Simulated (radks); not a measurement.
Values are calculated unless marked as measured or tabulated.
Spherical jellium clusters: N electrons in a uniform positive sphere of charge N and radius rs N^(1/3), rs = 4.82 bohr. Level of theory: non-relativistic Kohn-Sham, PBEsol, spin-polarised, spherical densities (a radial shooting solver with Libxc functionals). Levels are named by radial order and angular momentum (1s, 1p, 1d, 2s, ...), and open shells are averaged over m.

N = 12, configuration 1s2 1p6 1d(up 4, down 0). This is the lowest configuration that the search found. Occupied levels:

level    occupation  eigenvalue (eV)  <r> (bohr)
1s up             1          -3.9768       7.374
1s down           1          -3.7879       6.585
1p up             3          -3.3312       8.487
1p down           3          -2.9768       8.098
1d up             4          -2.4669       9.386

Energy (eV): total -21.2892, kinetic 15.646, external -421.56, Hartree 209.00, exchange-correlation -37.437, background 213.05.

Electron density:

r (bohr)  n(r) (e/bohr^3)
0.352            0.001150
1.68             0.001330
3.01             0.001700
4.33             0.002155
5.66             0.002531
6.99             0.002616
8.32             0.002240
9.64             0.001494
11.0            0.0007436
12.3            0.0002788
13.6           0.00008887
14.9           0.00002635
16.3            7.595e-06
17.6            2.143e-06
